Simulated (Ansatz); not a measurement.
`CN(C)c1ccc(-c2ccc(-c3ccc(-c4ccc(-c5ccc(-c6ccc(C#N)s6)s5)s4)s3)s2)s1`, relaxed as a singlet with RKS PBE-D4/def2-SVP in Ansatz, starting from the GFN2-xTB geometry. Force threshold 0.03 eV/Å.

Single mean-field runs in def2-SVP are fitted with def2-universal-jkfit.

Start:

```xyz
53

C     2.735    3.152   10.066
N     3.408    2.036    9.449
C     3.930    1.031   10.344
C     3.021    1.644    8.199
C     3.268    0.452    7.558
C     2.785    0.423    6.244
C     2.160    1.578    5.850
C     1.556    1.890    4.606
C     0.995    3.083    4.206
C     0.482    3.050    2.909
C     0.633    1.827    2.289
C     0.205    1.442    0.991
C    -0.427    2.218    0.040
C    -0.743    1.522   -1.125
C    -0.360    0.198   -1.097
C    -0.535   -0.791   -2.099
C    -0.163   -2.118   -2.062
C    -0.490   -2.821   -3.220
C    -1.122   -2.050   -4.173
C    -1.585   -2.449   -5.456
C    -1.498   -3.697   -6.041
C    -2.047   -3.750   -7.321
C    -2.570   -2.549   -7.745
C    -3.195   -2.246   -8.986
C    -3.733   -1.042   -9.390
C    -4.265   -1.078  -10.680
C    -4.139   -2.312  -11.277
C    -4.553   -2.674  -12.557
N    -4.894   -2.960  -13.616
S    -3.351   -3.455  -10.226
S    -2.373   -1.323   -6.522
S    -1.310   -0.410   -3.610
S     0.416   -0.187    0.416
S     1.441    0.697    3.345
S     2.168    2.748    7.155
H     3.332    3.509   10.903
H     2.633    3.959    9.342
H     1.737    2.882   10.431
H     4.333    1.526   11.225
H     3.161    0.315   10.662
H     4.736    0.486    9.855
H     3.772   -0.381    8.011
H     2.884   -0.427    5.591
H     0.965    3.947    4.846
H     0.012    3.892    2.435
H    -0.651    3.258    0.192
H    -1.242    1.959   -1.972
H     0.330   -2.553   -1.210
H    -0.273   -3.864   -3.362
H    -1.048   -4.542   -5.553
H    -2.067   -4.637   -7.930
H    -3.734   -0.170   -8.761
H    -4.727   -0.241  -11.171
```

```
        step  energy (eV)  largest force component (eV/Å)  SCF passes
           1  -96176.1534                           3.425          39
           2  -96176.6029                           0.302          22
           3  -96176.6433                           0.103          22
4 (rejected)  -96176.6419                           0.159          21
           5  -96176.6472                           0.050          22
           6  -96176.6487                           0.120          21
           7  -96176.6493                           0.055          23
           8  -96176.6498                           0.015          16
```

Force components are those of the run's own axes.

End:

```xyz
53

C     2.8004    3.2051   10.1607
N     3.3961    2.0220    9.5740
C     3.9827    1.0214   10.4430
C     3.0377    1.6388    8.3047
C     3.2934    0.4286    7.6498
C     2.8103    0.4173    6.3176
C     2.1632    1.5868    5.9273
C     1.5424    1.9272    4.6775
C     0.9979    3.1465    4.2581
C     0.4622    3.1099    2.9519
C     0.5819    1.8630    2.3313
C     0.1496    1.4739    1.0161
C    -0.4632    2.2610    0.0327
C    -0.7663    1.5519   -1.1483
C    -0.3954    0.2038   -1.1075
C    -0.5464   -0.8147   -2.1086
C    -0.1580   -2.1594   -2.0708
C    -0.4738   -2.8735   -3.2457
C    -1.1133   -2.0970   -4.2178
C    -1.5729   -2.5001   -5.5200
C    -1.4917   -3.7642   -6.1175
C    -2.0484   -3.8099   -7.4129
C    -2.5702   -2.5869   -7.8440
C    -3.2097   -2.2537   -9.0901
C    -3.7596   -1.0311   -9.4955
C    -4.3111   -1.0637  -10.7944
C    -4.1916   -2.3135  -11.4056
C    -4.6277   -2.7070  -12.6907
N    -4.9899   -3.0373  -13.7612
S    -3.3828   -3.4556  -10.3489
S    -2.3543   -1.3665   -6.6029
S    -1.3171   -0.4524   -3.6419
S     0.3423   -0.1708    0.4410
S     1.3716    0.7247    3.4113
S     2.1499    2.7422    7.2615
H     3.3608    3.4871   11.0723
H     2.8640    4.0568    9.4500
H     1.7259    3.0672   10.4330
H     4.3620    1.5107   11.3597
H     3.2581    0.2257   10.7403
H     4.8408    0.5296    9.9401
H     3.8118   -0.4175    8.1159
H     2.9287   -0.4391    5.6385
H     1.0025    4.0434    4.8931
H    -0.0047    3.9736    2.4600
H    -0.6796    3.3275    0.1778
H    -1.2465    2.0042   -2.0276
H     0.3455   -2.6024   -1.2003
H    -0.2438   -3.9369   -3.3935
H    -1.0384   -4.6293   -5.6163
H    -2.0778   -4.7168   -8.0334
H    -3.7580   -0.1405   -8.8522
H    -4.7894   -0.2102  -11.2920
```

By distances, no bond broke or formed. The bond that changes most is C28–N29, from 1.15 to 1.18 Å (atoms count from 1).

No frequencies were taken in this run, so the end may be a saddle point.

It took 29 s on 2 threads of AMD EPYC 7R13 on a shared host and a share (18 GiB) of an NVIDIA H100 80GB HBM3, peak host memory 1.1 GiB.
